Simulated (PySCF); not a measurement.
# Calculated NMR data

PySCF 2.14 calculation with structure optimised with GFN2-xTB and PBE0/pcSseg-1 with gauge-including orbitals; gas phase, relativity neglected, rapidly exchanging positions averaged, single conformer.

δ = σ(ref) − σ, references computed at the same level: ¹H and ¹³C against TMS. Splittings of carbon signals by F and P are missing where no couplings were computed. Where no couplings were computed, multiplicities follow the n + 1 count of equivalent neighbours, and m marks all less simple cases (inequivalent or close neighbours, rings, F or P nearby). Acid and N–H amide carbonyl carbons lie up to 10 ppm further downfield in solution (hydrogen bonding). Shifts are as computed. Against solution values, carbons near 30 ppm lie about +3 ppm off and those near 130 ppm about +5 ppm. Of 1211 compounds with measured shifts, 218 miss one by over three times the rms of a fit or turn the order of signals round; such compounds aren't used in these exercises. OH and NH positions are gas-phase values without hydrogen bonding to other molecules.

Compound 1 (C₅H₉FOSi). ¹H NMR (500 MHz, computed): δ 7.39 (m, 1H), 7.03 (m, 1H), 6.38 (m, 1H), 5.35 (m, 1H), 5.31 (m, 1H), 5.00 (t, 2H), 1.80 (m, 2H). ¹³C{¹H} NMR (computed): δ 153.7, 142.8, 138.8, 120.9, 26.7. Structure: SMILES C=CC[SiH2]O/C=C/F.

Compound 2 (C₃H₆O₄Si). ¹H NMR (500 MHz, computed): δ 6.30 (br s, 1H), 6.09 (br s, 1H), 5.71 (br s, 1H), 4.80 (s, 2H), 2.82 (br s, 1H). ¹³C{¹H} NMR (computed): δ 172.5 (C), 151.6 (C), 114.1 (CH2). Structure: `O[SiH2]OC(=C)C(=O)O`.
